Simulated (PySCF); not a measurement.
Species: C₇H₇NS.
SMILES: `CC(=S)c1cccnc1`

A linear-response calculation (PySCF, def2-SVPD basis, gas phase, vertical, core orbitals frozen in the response) gave these numbers; the functional is withheld.

Orbital energies (eV): HOMO-3 -8.47, HOMO-2 -7.77, HOMO-1 -7.61, HOMO -6.60, LUMO -2.86, LUMO+1 -1.13, LUMO+2 -0.11.

```tsv
state	E (eV)	f	main configurations (H = HOMO, L = LUMO)
S1	2.18	0.0000	H→L (99%)
S2	3.68	0.0000	H-2→L (98%)
S3	4.27	0.357	H-1→L (93%)
S4	4.49	0.0008	H→L+1 (98%)
S5	4.66	0.010	H-3→L (86%)
S6	4.94	0.0029	H-2→L+1 (98%)
```

Triplets, Tamm–Dancoff:

```json
{"state": "T1", "E (eV)": "1.74", "λ (nm)": "711.4", "main configurations (H = HOMO, L = LUMO)": "H→L (97%)"}
{"state": "T2", "E (eV)": "2.57", "λ (nm)": "483.2", "main configurations (H = HOMO, L = LUMO)": "H-1→L (90%)"}
{"state": "T3", "E (eV)": "3.57", "λ (nm)": "347.6", "main configurations (H = HOMO, L = LUMO)": "H-2→L (94%)"}
{"state": "T4", "E (eV)": "3.87", "λ (nm)": "320.3", "main configurations (H = HOMO, L = LUMO)": "H-3→L (71%), H-4→L (13%)"}
```

Vertical ionisation energy by ΔSCF with the same functional: 8.43 eV. Mean static polarisability: 114.0 au.

**Question.** Which of these was used?
A. PBE0
B. HF
C. PBE
D. CAM-B3LYP

**Answer.** A. PBE0 is a global hybrid with 25% exact exchange. In this run −ε(HOMO) = 6.60 eV differs from the ΔSCF value by -1.83 eV, and S1 differs from the orbital gap of 3.74 eV by -1.57 eV. The ratio −ε(HOMO)/IP is 0.78. Small neutral molecules mostly give 0.7 to 0.83 with PBE0, 0.5 to 0.7 with PBE, 0.85 to 0.93 with CAM-B3LYP; Hartree–Fock can't fall below 1, since the ion's relaxation only lowers the ΔSCF value. The other options: PBE, a GGA without exact exchange; HF, time-dependent Hartree–Fock, 100% exact exchange; CAM-B3LYP, range-separated, 19% exact exchange at short range and 65% at long range (ω = 0.33 bohr⁻¹).

The calculation used TDDFT PBE0/def2-SVPD, vertical, gas phase, core orbitals frozen in the response (PySCF). One conformer (not necessarily the lowest) at the PBE0-D3(BJ)/def2-SVP geometry, without solvent, vibrations or thermal averaging.

Conformer computed: `[CH3:1][C:2](=[S:3])[c:4]1[cH:5][cH:6][cH:7][n:8][cH:9]1`: C1–C2–C4–C5 -179°.
